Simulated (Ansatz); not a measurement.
Mulliken charges of C2H4BClO (`O=CCBCl`) from ωB97M-V/def2-TZVPP in Ansatz (PBE0-D4/def2-TZVP geometry).

```tsv
atom	x (Å)	y (Å)	z (Å)	charge (e)
O1	-2.296	0.112	0.356	-0.265
C2	-1.252	-0.460	0.219	0.099
C3	0.086	0.139	0.530	-0.116
B4	1.012	0.230	-0.722	-0.023
Cl5	2.168	1.521	-0.878	-0.087
H6	-1.220	-1.498	-0.178	0.084
H7	0.618	-0.583	1.174	0.110
H8	-0.020	1.077	1.075	0.114
H9	0.993	-0.585	-1.592	0.083
```

Question: By hand: the dipole of these point charges (1 e Å = 4.8032 D).

Answer: Σ q r = (0.308, -0.345, 0.063) e Å, of length 0.467 e Å = 2.24 D.

Question: How does the dipole of the full density compare? (Estimate.)

Answer: Ansatz gave: (0.422, -0.287, 0.066) e Å, 2.47 D; the point charges give 0.91 times that, at 14° from its direction.

Point charges leave out the atoms' own dipoles, such as those of lone pairs, and Mulliken's split depends on the basis, so the close match here is no proof of good charges.
